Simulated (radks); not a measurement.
Values are calculated unless marked as measured or tabulated.
Au III, configuration [Xe] 4f14 5d9.

Level of theory: scalar-relativistic Kohn-Sham, LDA (Slater exchange, Perdew-Wang correlation), spin-polarised, spherical densities, point nucleus; open shells are filled with parallel spins first (spin-orbit coupling, left out, can overturn this in heavy ions) (a radial shooting solver on a logarithmic mesh with Libxc functionals).

Energy parts (hartree):
| part | energy |
|---|---|
| total | -19000.2210 |
| kinetic | 21259.2406 |
| electron-nucleus | -47231.6049 |
| Hartree | 7323.2766 |
| exchange-correlation | -351.1334 |

Orbitals (lengths in bohr, moments of r in powers of bohr; <r^-3> diverges for s and p1/2):
[
 {"orbital": "1s up", "occ.": "1", "eigenvalue (hartree)": "-2967.342", "<1/r>": "95.75", "<r^-3>": "-", "<r^4>": "4.251e-07", "<r^2>": "0.0003934"},
 {"orbital": "1s down", "occ.": "1", "eigenvalue (hartree)": "-2967.342", "<1/r>": "95.75", "<r^-3>": "-", "<r^4>": "4.251e-07", "<r^2>": "0.0003934"},
 {"orbital": "2s up", "occ.": "1", "eigenvalue (hartree)": "-524.2600", "<1/r>": "22.45", "<r^-3>": "-", "<r^4>": "0.00006232", "<r^2>": "0.005999"},
 {"orbital": "2s down", "occ.": "1", "eigenvalue (hartree)": "-524.2574", "<1/r>": "22.45", "<r^-3>": "-", "<r^4>": "0.00006231", "<r^2>": "0.005999"},
 {"orbital": "2p up", "occ.": "3", "eigenvalue (hartree)": "-453.4578", "<1/r>": "19.97", "<r^-3>": "25470", "<r^4>": "0.00005056", "<r^2>": "0.005049"},
 {"orbital": "2p down", "occ.": "3", "eigenvalue (hartree)": "-453.4556", "<1/r>": "19.97", "<r^-3>": "25470", "<r^4>": "0.00005056", "<r^2>": "0.005049"},
 {"orbital": "3s up", "occ.": "1", "eigenvalue (hartree)": "-124.3382", "<1/r>": "8.318", "<r^-3>": "-", "<r^4>": "0.002256", "<r^2>": "0.03871"},
 {"orbital": "3s down", "occ.": "1", "eigenvalue (hartree)": "-124.3368", "<1/r>": "8.318", "<r^-3>": "-", "<r^4>": "0.002256", "<r^2>": "0.03871"},
 {"orbital": "3p up", "occ.": "3", "eigenvalue (hartree)": "-103.8077", "<1/r>": "7.588", "<r^-3>": "5824", "<r^4>": "0.002479", "<r^2>": "0.03978"},
 {"orbital": "3p down", "occ.": "3", "eigenvalue (hartree)": "-103.8063", "<1/r>": "7.588", "<r^-3>": "5824", "<r^4>": "0.002479", "<r^2>": "0.03978"},
 {"orbital": "3d up", "occ.": "5", "eigenvalue (hartree)": "-81.85500", "<1/r>": "7.144", "<r^-3>": "723.8", "<r^4>": "0.001904", "<r^2>": "0.03294"},
 {"orbital": "3d down", "occ.": "5", "eigenvalue (hartree)": "-81.85292", "<1/r>": "7.144", "<r^-3>": "723.8", "<r^4>": "0.001904", "<r^2>": "0.03294"},
 {"orbital": "4s up", "occ.": "1", "eigenvalue (hartree)": "-27.59122", "<1/r>": "3.568", "<r^-3>": "-", "<r^4>": "0.05063", "<r^2>": "0.1872"},
 {"orbital": "4s down", "occ.": "1", "eigenvalue (hartree)": "-27.58841", "<1/r>": "3.568", "<r^-3>": "-", "<r^4>": "0.05062", "<r^2>": "0.1872"},
 {"orbital": "4p up", "occ.": "3", "eigenvalue (hartree)": "-20.85796", "<1/r>": "3.220", "<r^-3>": "1405", "<r^4>": "0.06778", "<r^2>": "0.2140"},
 {"orbital": "4p down", "occ.": "3", "eigenvalue (hartree)": "-20.85513", "<1/r>": "3.220", "<r^-3>": "1405", "<r^4>": "0.06776", "<r^2>": "0.2140"},
 {"orbital": "4d up", "occ.": "5", "eigenvalue (hartree)": "-12.77742", "<1/r>": "2.886", "<r^-3>": "152.5", "<r^4>": "0.09385", "<r^2>": "0.2431"},
 {"orbital": "4d down", "occ.": "5", "eigenvalue (hartree)": "-12.77409", "<1/r>": "2.886", "<r^-3>": "152.5", "<r^4>": "0.09377", "<r^2>": "0.2431"},
 {"orbital": "5s up", "occ.": "1", "eigenvalue (hartree)": "-4.80269", "<1/r>": "1.465", "<r^-3>": "-", "<r^4>": "1.341", "<r^2>": "0.9604"},
 {"orbital": "5s down", "occ.": "1", "eigenvalue (hartree)": "-4.78528", "<1/r>": "1.467", "<r^-3>": "-", "<r^4>": "1.337", "<r^2>": "0.9588"},
 {"orbital": "4f up", "occ.": "7", "eigenvalue (hartree)": "-3.80044", "<1/r>": "2.462", "<r^-3>": "29.40", "<r^4>": "0.1872", "<r^2>": "0.3016"},
 {"orbital": "4f down", "occ.": "7", "eigenvalue (hartree)": "-3.79587", "<1/r>": "2.463", "<r^-3>": "29.42", "<r^4>": "0.1863", "<r^2>": "0.3011"},
 {"orbital": "5p up", "occ.": "3", "eigenvalue (hartree)": "-3.00918", "<1/r>": "1.244", "<r^-3>": "240.1", "<r^4>": "2.516", "<r^2>": "1.290"},
 {"orbital": "5p down", "occ.": "3", "eigenvalue (hartree)": "-2.98859", "<1/r>": "1.245", "<r^-3>": "240.8", "<r^4>": "2.512", "<r^2>": "1.288"},
 {"orbital": "5d up", "occ.": "5", "eigenvalue (hartree)": "-1.02575", "<1/r>": "0.8748", "<r^-3>": "14.64", "<r^4>": "12.04", "<r^2>": "2.616"},
 {"orbital": "5d down", "occ.": "4", "eigenvalue (hartree)": "-1.00407", "<1/r>": "0.8731", "<r^-3>": "14.60", "<r^4>": "12.32", "<r^2>": "2.637"}
]

The highest occupied level is 5d down at -27.322 eV. Summed over all electrons, <r^2> = 42.28 bohr^2, which gives a Langevin (diamagnetic) susceptibility term of -33.5 x 10^-6 cm^3/mol. Spin moment in Bohr magnetons: 1. The density falls to 0.001 e/bohr^3 at r = 3.50 bohr.
